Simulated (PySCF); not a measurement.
## Basis-set dependence of GeSe at MP2

PySCF, RHF reference; singlet, unpaired electrons none; De to Ge + Se without counterpoise correction. Frozen cores follow the default of each basis and core potential.

```json
{"basis": "cc-pVDZ-PP", "relativity": "scalar-relativistic core potentials", "functions": "46", "Re (Å)": "2.160", "ωe (cm⁻¹)": "407", "De (eV)": "4.79", "frozen orbitals": "8"}
{"basis": "x2c-TZVPPall", "relativity": "spin-free X2C", "functions": "96", "Re (Å)": "2.136", "ωe (cm⁻¹)": "415", "De (eV)": "5.22", "frozen orbitals": "18"}
{"basis": "def2-TZVPPD", "relativity": "no relativity", "functions": "111", "Re (Å)": "2.142", "ωe (cm⁻¹)": "416", "De (eV)": "5.27", "frozen orbitals": "18"}
```

Task: How does each smaller set differ from the one with most functions, def2-TZVPPD?

Result: cc-pVDZ-PP: +1.8 pm, -2.2 % in ωe, -0.48 eV in De; x2c-TZVPPall: -0.6 pm, -0.2 % in ωe, -0.05 eV in De. All at MP2; the set with most functions is neither the basis-set limit nor always the best. The rows treat relativity differently, so the differences are not basis effects alone.

Measured (Huber and Herzberg, Constants of Diatomic Molecules (1979)): Re = 2.134629 Å, ωe = 408.7 cm⁻¹. Correlated steps freeze the inner cores (8 to 18 orbitals); shallow outer-core shells are correlated. Correlated levels converge slowly with the basis: in double zeta they bind strong bonds too weakly, by up to about 1 eV, and carry superposition errors of some tenths. Where the molecule has an RHF reference, its open-shell atoms are computed with UHF.
